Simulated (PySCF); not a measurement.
**Static response to an electric field**

C3H9NOSi.
Geometry (PBE0-D3(BJ)/def2-SVP, Å), atoms numbered from 1 in this order:
```xyz
15
C3H9NOSi angstrom
C     -0.8478    1.2586   -0.2042
N     -0.5226   -0.1413   -0.0784
C     -1.5742   -1.0324   -0.4998
Si     0.7689   -0.6266    0.9692
C      2.3752    0.2925    0.4113
O      3.2401    0.6246    1.1827
H     -1.7025    1.5620    0.4339
H      0.0106    1.8892    0.0789
H     -1.1095    1.5125   -1.2479
H     -1.8604   -0.8306   -1.5486
H     -1.2417   -2.0793   -0.4439
H     -2.4933   -0.9374    0.1135
H      0.5922   -0.3312    2.4282
H      0.9711   -2.0955    0.7825
H      2.4953    0.4927   -0.6946
```

Level: CAM-B3LYP/def2-SVPD (PySCF), static field, nuclei fixed, core orbitals frozen in the response. The polarisability tensor in these axes (au):

```
x   84.26  4.46  7.32
y    4.46 71.47 -1.45
z    7.32 -1.45 72.23
```

Question: Give the principal values, the mean and the anisotropy Δα = √{½[(α1 − α2)² + (α2 − α3)² + (α1 − α3)²]}.

Answer: Principal values 66.46, 73.08 and 88.42 au; mean 75.99 au = 11.26 Å³ = 12.53 × 10⁻⁴⁰ C²·m²/J; Δα = 19.51 au (26 % of the mean).

Question: What is the dipole moment, and where does it point?

Answer: (-2.90, -0.48, -1.68) D, 3.39 D in size, pointing from the negative to the positive side. Measured along this direction, the outermost atoms are O6 at the negative end and H10 at the positive end.

Question: What are the principal values of the traceless quadrupole moment, Θ = ½Σq(3rr − r²1), about the centre of nuclear charge?

Answer: -10.33, 3.79, 6.54 D·Å. The values depend on the origin, since the dipole doesn't vanish. The electronic extent ⟨r²⟩ about the same centre is 932 bohr², a root-mean-square distance of 2.16 Å for the 56 electrons.

Question: Sum over states: ᾱ = Σ f/ω², ω in Eh. What share falls to these 6 lowest TDDFT singlets (eV, f)? 3.14, 0.0003; 4.79, 0.0037; 6.05, 0.0158; 6.36, 0.0163; 6.75, 0.0059; 6.91, 0.0401.

Answer: They add up to 1.48 au, 1.9 % of the 75.99 au; the largest single term is 0.62 au, from the state at 6.91 eV. Terms in order: 0.03, 0.12, 0.32, 0.30, 0.10, 0.62 au. Higher excitations give the rest. The strengths listed sum to 0.082.

Question: Find the Langevin capture rate constant for O2+ (31.990 u) meeting this molecule (103.045 u), k = 2.342 × 10⁻⁹ cm³/s × √(α in Å³ / reduced mass in u).

Answer: The reduced mass is 24.41 u, so k = 1.59 × 10⁻⁹ cm³/s. The formula leaves out the permanent dipole, which adds to the capture rate.

Question: What would n − 1 = 2πNα be for an ideal gas of these molecules at 298.15 K and 1 atm, electronic part alone?

Answer: N = p/kT = 2.4615 × 10¹⁹ cm⁻³, so n − 1 = 2π × N × 11.26 × 10⁻²⁴ cm³ = 1741 × 10⁻⁶ at long wavelengths.

One conformer (not necessarily the lowest) at the PBE0-D3(BJ)/def2-SVP geometry, without solvent, vibrations or thermal averaging.
